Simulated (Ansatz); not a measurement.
Molecule: sum formula YOF (charge 0, singlet). 
Coordinates optimised at B3LYP-D3(BJ)/def2-TZVP (Ansatz, a first-principles code):
```
Y
O 1 1.8249
F 1 2.0403 2 114.77
```

Dipole moments at this geometry, in debye (magnitudes).

| level | program | dipole (D) |
|---|---|---|
| B97M-V/def2-TZVPD | Ansatz | 7.73 |
| BHLYP/def2-TZVPD | Ansatz | 8.29 |
| r2SCAN0/def2-TZVPD | Ansatz | 8.02 |
| HSE06/def2-TZVPD | Ansatz | 7.80 |
| wB97X-V/def2-TZVPD | Ansatz | ___ |
| CCSD(T)/def2-SVPD | Ansatz | ___ |

Problem. Some entries are withheld; supply them.

Solution. 
- wB97X-V/def2-TZVPD, dipole (D): 8.17
- CCSD(T)/def2-SVPD, dipole (D): 8.20
